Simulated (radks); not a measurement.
Results of a calculation; reference values are marked as such.
Question: Re30+, configuration [Kr] 4d9. Code: a radial shooting solver on a logarithmic mesh with Libxc functionals. Model: non-relativistic Kohn-Sham, PBE, spin-polarised, spherical densities, point nucleus; open shells are filled with parallel spins first (spin-orbit coupling, left out, can overturn this in heavy ions); relativity is left out, which matters for an element this heavy. Some entries of the table are withheld. Estimate them.

orbital  occ.  eigenvalue (hartree)  <r> (bohr)
1s up       1             -2449.430     0.02020
1s down     1             -2449.429     0.02020
2s up       1             -437.6980     0.08530
2s down     1             -437.6585     0.08530
2p up       3             -421.3709     0.07215
2p down     3             -421.3407     0.07215
3s up       1             -131.3884      0.2150
3s down     1             -131.3691      0.2150
3p up       3             -123.8999      0.2051
3p down     3             -123.8801      0.2051
3d up       5             -109.9842      0.1797
3d down     5             -109.9545      0.1797
4s up       1             -54.30683      0.4440
4s down     1             -54.22948      0.4441
4p up       3             -51.06159         (1)
4p down     3             -50.98399         (2)
4d up       5             -45.20944         (3)
4d down     4             -45.13076         (4)
5s up       0             -29.26860      0.7908
5s down     0             -29.23824      0.7913
5p up       0             -27.78976         (5)
5p down     0             -27.76016         (6)

Answer: 
(1) 4p up <r> (bohr): 0.4432
(2) 4p down <r> (bohr): 0.4434
(3) 4d up <r> (bohr): 0.4370
(4) 4d down <r> (bohr): 0.4372
(5) 5p up <r> (bohr): 0.8026
(6) 5p down <r> (bohr): 0.8031
